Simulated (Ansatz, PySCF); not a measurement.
CH6ClGeN, SMILES [CH3][Ge@H]([NH2])[Cl]. Atoms are numbered in the order given.

```xyz
10

C     -1.4936    -1.3277    -0.0623
Ge     0.0119    -0.1845    -0.4627
N      1.5577    -1.1218    -0.2693
Cl    -0.0961     1.4791     0.9499
H     -1.5241    -2.1757    -0.7627
H     -1.4033    -1.7138     0.9640
H     -2.4319    -0.7597    -0.1379
H      0.0095     0.4521    -1.8552
H      1.6719    -1.5955     0.6236
H      2.4124    -0.6147    -0.4851
```
Charge 0, spin multiplicity 1.

Geometry optimised at ωB97X-D3(BJ)/def2-SVP. The structure was generated by enumeration; whether it is a known compound was not checked. One conformer was computed; it need not be the lowest.

Two levels are set side by side: PBE-D3(BJ)/def2-SVP (Ansatz, an electronic-structure program) and ωB97X-D3(BJ)/def2-SVP (PySCF). Each level has its own optimised geometry; the coordinates shown are those of the second. Frequencies come from the Hessian of PySCF at each geometry. Differences are taken from unrounded values.

```
quantity                            ωB97X-D3(BJ)
----------------------------------  ------------
mean bond length (Å)                       1.422
bond C1–Ge2 (Å)                            1.932
bond Ge2–N3 (Å)                            1.818
bond Ge2–Cl4 (Å)                           2.185
bond C1–H5 (Å)                             1.100
bond C1–H6 (Å)                             1.100
bond C1–H7 (Å)                             1.099
bond Ge2–H8 (Å)                            1.531
bond N3–H9 (Å)                             1.017
bond N3–H10 (Å)                            1.017
highest harmonic wavenumber (cm⁻¹)          3681
mean harmonic wavenumber (cm⁻¹)             1330
zero-point energy (kcal/mol)               45.63
```

Task: What does PBE-D3(BJ) give, and how far is it from ωB97X-D3(BJ)? (The exact figures need the calculation; the answer reports its results.)

Result: 
```csv
quantity,PBE-D3(BJ),PBE-D3(BJ) minus ωB97X-D3(BJ)
mean bond length (Å),1.436,0.014
bond C1–Ge2 (Å),1.950,0.018
bond Ge2–N3 (Å),1.841,0.023
bond Ge2–Cl4 (Å),2.213,0.028
bond C1–H5 (Å),1.107,0.007
bond C1–H6 (Å),1.107,0.007
bond C1–H7 (Å),1.106,0.007
bond Ge2–H8 (Å),1.548,0.017
bond N3–H9 (Å),1.027,0.010
bond N3–H10 (Å),1.027,0.010
highest harmonic wavenumber (cm⁻¹),3535,-146
mean harmonic wavenumber (cm⁻¹),1277,-52
zero-point energy (kcal/mol),43.83,-1.80
```

GGA bonds tend to be longer and softer than those of functionals with exact exchange. Differences between two approximate levels are no errors against the true value.
